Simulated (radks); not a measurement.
The numbers below are computed, except where a source is named.
Species: Zr21+. Configuration: [Ar] 3d1 (the NIST ground configuration). Level of theory: Dirac Kohn-Sham, LDA (Slater exchange, Perdew-Wang correlation), spin-unpolarised, spherical densities, point nucleus; open shells fill j = l - 1/2 first (a radial shooting solver on a logarithmic mesh with Libxc functionals).

Spin-orbit splittings of the eigenvalues, e(l+1/2) - e(l-1/2), with zeta = 2 splitting/(2l+1) and mean radii in bohr:

shell,occ.,splitting (eV),zeta (eV),<r> j=l-1/2,<r> j=l+1/2
2p,6,86.51,57.67,0.1378,0.1421
3p,6,18.20,12.13,0.4025,0.4098
3d,1,3.864,1.545,0.3676,0.3698
